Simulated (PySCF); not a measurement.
**`C[C@@H](Br)[C@@H]1[C@@H]2C=C[C@@H]21`, C₇H₉Br**

Geometry (Å), atoms numbered from 1 in this order:
```xyz
17

C    -2.018    0.843   -0.333
C    -1.026    0.251    0.650
Br   -2.016   -0.594    2.145
C    -0.148   -0.790    0.021
C     1.193   -1.209    0.570
C     1.901    0.007    1.131
C     1.831    0.676   -0.018
C     1.115   -0.448   -0.737
H    -2.660    1.572    0.156
H    -2.644    0.066   -0.767
H    -1.472    1.339   -1.135
H    -0.431    1.034    1.123
H    -0.718   -1.606   -0.418
H     1.450   -2.237    0.753
H     2.240    0.231    2.124
H     2.096    1.665   -0.340
H     1.300   -0.788   -1.740
```

Theory: TDDFT PBE0/def2-SVPD circular dichroism and optical rotation, one conformer, gas phase (PySCF 2.14.0). Geometry: GFN2-xTB.

The molecule is flexible and this is one conformer; a measurement averages over conformers. The calculation is non-relativistic, which matters for the atoms heavier than Zn.

Task: Draw the ECD and absorption spectra from the lowest 8 states, each a Gaussian of half-width 0.3 eV at 1/e height.

Result: 
| E (eV) | λ (nm) | Δε (L mol⁻¹ cm⁻¹) | ε (L mol⁻¹ cm⁻¹) |
| --- | --- | --- | --- |
| 4.46 | 278 | +0.50 | 27.6 |
| 4.56 | 272 | +1.37 | 75 |
| 4.66 | 266 | +2.97 | 163 |
| 4.76 | 261 | +5.18 | 285 |
| 4.86 | 255 | +7.19 | 399 |
| 4.96 | 250 | +7.90 | 451 |
| 5.06 | 245 | +6.63 | 419 |
| 5.16 | 240 | +3.65 | 341 |
| 5.26 | 236 | -0.15 | 278 |
| 5.36 | 231 | -3.74 | 263 |
| 5.46 | 227 | -6.24 | 280 |
| 5.56 | 223 | -7.20 | 295 |
| 5.66 | 219 | -6.99 | 307 |
| 5.76 | 215 | -6.74 | 350 |
| 5.86 | 212 | -7.40 | 461 |
| 5.96 | 208 | -8.89 | 647 |
| 6.06 | 205 | -10.20 | 913 |
| 6.16 | 201 | -10.52 | 1300 |
| 6.26 | 198 | -9.81 | 1850 |
| 6.36 | 195 | -8.46 | 2520 |
| 6.46 | 192 | -6.62 | 3100 |

Δε uses R in velocity form, ε uses f in length form. Only the states computed contribute, so the short-wavelength end is incomplete.

The sign of the CD band at 207 nm isn't settled: the length form gives the opposite one.
